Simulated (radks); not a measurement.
Initial-state core-level shifts of neutral potassium when its valence configuration changes from [Ar] 4s1. Calculated with a radial shooting solver on a logarithmic mesh with Libxc functionals: scalar-relativistic Kohn-Sham, BLYP, spin-polarised, spherical densities, finite nucleus; open shells are filled with parallel spins first; Fermi nuclear charge, rms radius 3.4349 fm. Shifts are changes of the shell-averaged eigenvalues in eV (positive: less bound); the change of the density at the nucleus, which sets a Mossbauer isomer shift, is in e/bohr^3, on a base of 5215.

| valence | 1s | 2p | 3s | 3p | density at nucleus |
|---|---|---|---|---|---|
| 4p1 | -1.507 | -1.507 | -1.492 | -1.469 | -1.2549 |
| 3d0.5 4s0.5 | -1.057 | -1.020 | -0.992 | -0.991 | -0.5533 |
| 3d1 | -1.565 | -1.463 | -1.408 | -1.413 | -1.2592 |
| 4s0.5 4p0.5 | -0.775 | -0.775 | -0.767 | -0.757 | -0.5970 |
